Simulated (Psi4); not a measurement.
Cl5Mo, doublet, geometry from GFN2-xTB (such geometries of metal compounds can be far from the true shape) (core potentials on Mo).

Input for Psi4:
```
memory 2 GB

molecule {
0 2
  Mo    0.00924330   -0.07548706   -0.04503038
  Cl    1.90161145   -0.15947901   -1.12922280
  Cl    1.03631193   -1.04911892    1.83886530
  Cl   -1.02218561    0.93375382   -1.90768418
  Cl   -1.71118297   -1.39568895    0.20151672
  Cl   -0.22739119    1.85703050    1.10777647
}

set basis def2-svpd
set reference uks

energy('tpss')
print_variables()
```

Problem. Estimate the nuclear repulsion energy that Psi4 with TPSS/def2-SVPD returns for this input.

Solution. 715.3735 Eh

Problem. Estimate the dipole moment that TPSS/def2-SVPD returns for this input.

Solution. 0.79 D

Problem. Estimate the number of basis functions that TPSS/def2-SVPD returns for this input.

Solution. 169

Problem. Estimate the <S^2> that TPSS/def2-SVPD returns for this input.

Solution. 0.756

Problem. Predict the total energy from TPSS/def2-SVPD.

Solution. -2368.8146 Eh

These values belong to the state on which the SCF converged, which isn't shown to be the lowest.
